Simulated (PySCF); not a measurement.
2-bromobut-1-en-3-yne (C₄H₃Br), SMILES C#CC(=C)Br. Geometry: PBE-D3(BJ)/def2-SVP.

**Question.** Give the equilibrium geometry at PBE-D3(BJ)/def2-SVP (PySCF confirms it by a frequency run) as a Z-matrix, and its point group. (Estimate from the structure and the level; the computed values follow.)

**Answer.** point group Cs.
```
C
C 1 1.3515
H 2 1.0986 1 121.48
H 2 1.1003 3 119.13 1 180.00
C 1 1.4185 2 125.75 3 180.00
C 5 1.2260 2 154.37 3 180.00
H 6 1.0811 2 162.58 3 180.00
Br 1 1.9239 2 119.98 3 0.00
```
Charge 0, spin multiplicity 1.
